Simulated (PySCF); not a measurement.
ClH5N2OSi. Atoms are numbered in the order given.

```xyz
10

N     -1.1816     1.4385     0.3654
Si    -0.0634     0.1623     0.3263
N      1.4748     0.7837     0.7221
O     -0.7505    -1.0045     1.2825
Cl     0.2680    -0.7708    -1.5179
H     -0.9644     2.3315    -0.0577
H     -2.1757     1.2534     0.4111
H      2.3200     0.3572     0.3650
H      1.6224     1.2785     1.5936
H     -0.5194    -1.9083     1.0507
```
Charge 0, spin multiplicity 1.

Coordinates come from a PBE0-D3(BJ)/def2-SVP optimisation. This is a generated structure with no PubChem entry under its InChIKey; it may be hypothetical. Other conformers were not sampled.

These are PBE/def2-TZVP (PySCF) values and carry that method's errors.

ESP charges are fitted to the potential on shells at 1.4 to 2.0 van der Waals radii. Atomic charges (e):

| atom | ESP fit | IAO | Löwdin |
|---|---|---|---|
| N1 | -0.80 | -0.85 | -0.21 |
| Si2 | 0.67 | 1.37 | -0.47 |
| N3 | -0.90 | -0.86 | -0.23 |
| O4 | -0.56 | -0.79 | -0.09 |
| Cl5 | -0.23 | -0.37 | 0.18 |
| H6 | 0.35 | 0.28 | 0.16 |
| H7 | 0.35 | 0.28 | 0.16 |
| H8 | 0.35 | 0.28 | 0.16 |
| H9 | 0.39 | 0.28 | 0.16 |
| H10 | 0.37 | 0.37 | 0.17 |

Computed Mayer and Wiberg (Löwdin basis) orders of the bonds:
```csv
bond,Mayer,Wiberg
N1–Si2,1.22,1.56
Si2–N3,1.22,1.55
Si2–O4,1.25,1.67
Si2–Cl5,1.08,1.69
N1–H6,0.92,0.95
N1–H7,0.91,0.95
N3–H8,0.91,0.95
N3–H9,0.91,0.95
O4–H10,0.88,1.02
```
